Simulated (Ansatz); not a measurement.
ClH₃SeSn, SMILES `[Cl][SnH2][SeH]`, relaxed with RKS PBE-D4/def2-SVP in the Gaussian-basis code of Ansatz from a rough embedded geometry. The force threshold is 0.03 eV/Å; the program also tests the step.

Charge 0, multiplicity 1. Sn takes the def2 core potential.

Start:

```xyz
6

Cl   -1.640   -1.239   -1.141
Sn   -0.520    0.292    0.149
Se    1.897    0.351   -0.588
H    -1.197    1.892   -0.017
H    -0.621   -0.150    1.851
H     2.081   -1.146   -0.255
```

```
        step  energy (eV)  largest force (eV/Å)  largest move (Å)
           1  -83726.9429                 1.568             0.000
           2  -83727.0368                 0.335             0.186
           3  -83727.0689                 0.051             0.087
           4  -83727.0697                 0.029             0.010
           5  -83727.0709                 0.043             0.042
           6  -83727.0728                 0.179             0.096
           7  -83727.0752                 0.010             0.051
           8  -83727.0756                 0.030             0.035
9 (rejected)  -83727.0755                 0.030             0.015
          10  -83727.0756                 0.002             0.007
```

End:

```xyz
6

Cl   -1.843   -1.186   -1.126
Sn   -0.503    0.298    0.168
Se    1.896    0.312   -0.702
H    -1.142    1.880   -0.070
H    -0.575   -0.308    1.781
H     2.167   -0.996   -0.050
```

Run time 12 s (2 threads of a server CPU on a shared host); peak host memory 0.16 GiB.
